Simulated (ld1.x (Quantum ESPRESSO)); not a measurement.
# Logarithmic derivatives: Sn, TM

Sn (Z = 50), norm-conserving Troullier–Martins (Kleinman–Bylander form), made with ld1.x (Quantum ESPRESSO) 7.5 (PBEsol, scalar-relativistic). Core [Kr], reference 4d10 5s2 5p1 (charge +1). Waves: 5s (bound): rc 1.34 bohr; 4d (bound): rc 1.20 bohr; 5p (bound): rc 1.50 bohr. Local part: the p channel. Core correction: Bessel-smoothed model core inside 1.10 bohr.

The phase is arctan(r·u′/u) with u = r·R(r), unwrapped; energies in Ry, scanned from -4 to 5 Ry. A pole is an energy at which the radial function vanishes at the test radius. The pseudo phase is shifted by a multiple of π to meet the all-electron one at the reference energy, and phase errors are pseudo minus all-electron; the curves can meet again beyond the range given. Levels narrower than the energy grid can be missing from the lists of poles.

| channel | radius (bohr) | reference energy (Ry) | poles, all-electron | poles, pseudo | unbroken range about the reference energy with phases within 0.05 rad | phase error 1 Ry above the reference energy (rad) |
| --- | --- | --- | --- | --- | --- | --- |
| s | 1.66 | -1.31 | none | none | below 0.0 | -0.023 |
| p | 1.66 | -0.76 | none | 0.04 | -3.2 to -0.3 | -2.861 |
| d | 1.66 | -2.48 | -1.34 | -1.18 | -3.0 to 0.2 | +0.018 |

Phases in the d channel:

```
E (Ry)  all-electron  pseudo
 -4.00         0.974   1.020
 -3.52         0.689   0.753
 -3.04        -0.104  -0.049
 -2.56        -1.024  -1.024
 -2.08        -1.372  -1.366
 -1.60        -1.520  -1.504
 -1.12        -1.603  -1.579
 -0.64        -1.660  -1.627
 -0.16        -1.704  -1.661
  0.32        -1.742  -1.688
  0.80        -1.777  -1.711
  1.28        -1.813  -1.732
  1.76        -1.852  -1.751
  2.24        -1.895  -1.769
  2.72        -1.947  -1.788
  3.20        -2.013  -1.806
  3.68        -2.099  -1.826
  4.16        -2.219  -1.847
  4.64        -2.396  -1.870
```
